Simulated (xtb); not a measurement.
C3H8As, doublet, at a GFN2-xTB geometry. Base run: GFN0-xTB (xtb).

The xtb input:
```
$ xtb mol.xyz --gfn 0 --uhf 1 --json

# file mol.xyz
12

C     -0.23006772     1.67305898    -0.47276520
As    -0.03169729     0.03696667     0.42430225
C      1.64549136    -0.59278425    -0.41758700
C     -1.32840602    -1.05317798    -0.59963945
H      0.57211491     2.39700141    -0.43075230
H     -1.21209566     2.12078496    -0.53997594
H      1.86380277    -1.61129755    -0.10217392
H      2.47309738     0.04712382    -0.11745722
H      1.54992401    -0.56470278    -1.50126901
H     -2.33991879    -0.69798679    -0.41209461
H     -1.11735202    -0.97762798    -1.66455109
H     -1.26566772    -2.09577580    -0.29375005
```

The base run was repeated with changes; each row names its change, and settings that it needs were set with it.

```
change        ΔE vs base (kcal/mol)
------------  ---------------------
base                          0.000
file = coord                  0.000
etemp = 10                    0.000
etemp = 1000                  0.000
```
